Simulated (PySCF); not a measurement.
Question: What does the PBE0-D3(BJ)/def2-SVP structure of `C#C[SiH2]O[SiH](O[SiH3])O[SiH3]` look like in three dimensions?

Answer: 
```
atom  x, y, z in Å
C1     2.9294    1.9421    0.2134
C2     2.6087    0.8873   -0.3026
Si3    2.0975   -0.7019   -1.0676
O4     0.5959   -0.5419   -1.7426
Si5   -0.9197    0.0681   -1.5266
O6    -1.9024   -1.1277   -0.9740
Si7   -2.1579   -2.2133    0.2552
O8    -0.8668    1.2955   -0.4393
Si9   -0.6867    1.7433    1.1493
H10    3.2160    2.8758    0.6648
H11    3.0628   -1.0665   -2.1361
H12    2.0713   -1.7461   -0.0050
H13   -1.4383    0.5612   -2.8114
H14   -1.0560   -3.2204    0.2933
H15   -2.2024   -1.4945    1.5656
H16   -3.4580   -2.8986    0.0176
H17   -2.0356    1.9121    1.7661
H18    0.0640    0.6956    1.9047
H19    0.0481    3.0371    1.2135
```

Orientation and origin are arbitrary. Atoms count from 1 in this order. Si5 (oxygen-bound silicon) is tetrahedral (angles from 108.9° to 109.9°). Si7 (oxygen-bound silicon) is tetrahedral (angles from 108.5° to 110.3°). Of the pairs four or more bonds apart, C2···Si9 is among the closest relative to their van der Waals radii: 3.70 Å, 97 % of the sum of Bondi's values. Si3 (oxygen-bound silicon) is tetrahedral (angles from 108.3° to 110.6°).

Bonds between heavy atoms (Å): C1≡C2 1.217, C2–Si3 1.836, Si3–O4 1.654, O4–Si5 1.648, Si5–O6 1.643, O6–Si7 1.660, Si5–O8 1.641, O8–Si9 1.660.

Computed, not measured: PySCF 2.14.0, PBE0-D3(BJ)/def2-SVP geometry optimisation, gas phase.

Point group: C1 (no symmetry element, even within 0.4 Å). Whether it is a minimum is left open (no frequencies). One conformer, not necessarily the lowest (C2–Si3–O4–Si5 -43°, Si3–O4–Si5–O6 -97°, O4–Si5–O6–Si7 60°, O4–Si5–O8–Si9 -72°).

Hardware: an Arm Neoverse V2 with one thread, shared host. Cost: 7.3 min wall, 0.89 GiB resident at most. That covers the optimisation of the geometry.
